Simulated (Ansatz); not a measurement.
Reaction (ligand exchange at a Ga–C bond): `C#[C][Ga]([Cl])[Cl]` + CH₃SH → `C[S][Ga]([Cl])[Cl]` + acetylene

Computed with Ansatz on PBE0-D4/def2-TZVP structures; ΔE is electronic, products minus reactants. CBS: MP2 limit from def2 TZ/QZ plus the TZ coupled-cluster correction, frozen cores. This one scheme is used for every species. DFT in def2-TZVPP. B3LYP here is the variant with VWN-RPA as its local correlation; programs differ in this. For Ga outer-core shells are correlated without core-valence functions, which leaves a few kJ/mol of doubt a bond. Scalar relativity is left out up to krypton. One conformer a species, not always the lowest.

```json
{"species": "`C#[C][Ga]([Cl])[Cl]`", "B3LYP energy (Eh)": "-2922.25471"}
{"species": "CH₃SH", "B3LYP energy (Eh)": "-438.75246"}
{"species": "`C[S][Ga]([Cl])[Cl]`", "B3LYP energy (Eh)": "-3283.66188"}
{"species": "`C#C`", "B3LYP energy (Eh)": "-77.36557"}
```

Problem. Work out ΔE.

Solution. ΔE = (-3283.66188) + (-77.36557) − (-2922.25471) − (-438.75246) = -0.02028 Eh = -53.2 kJ/mol. CCSD(T)/CBS gives -56.2 kJ/mol.

Largest T1 diagnostic among the species: 0.013.

The D4 term adds −6.8 kJ/mol with B3LYP and −3.7 kJ/mol with PBE0; it sums over pairs of atoms, weighted by their polarisabilities, and B3LYP, whose exchange is more repulsive, gets the larger term. In def2-TZVPP, CCSD(T) changes the Hartree–Fock value by −4.0 kJ/mol (the triples alone add −1.6 kJ/mol) and MP2 by −6.2 kJ/mol.
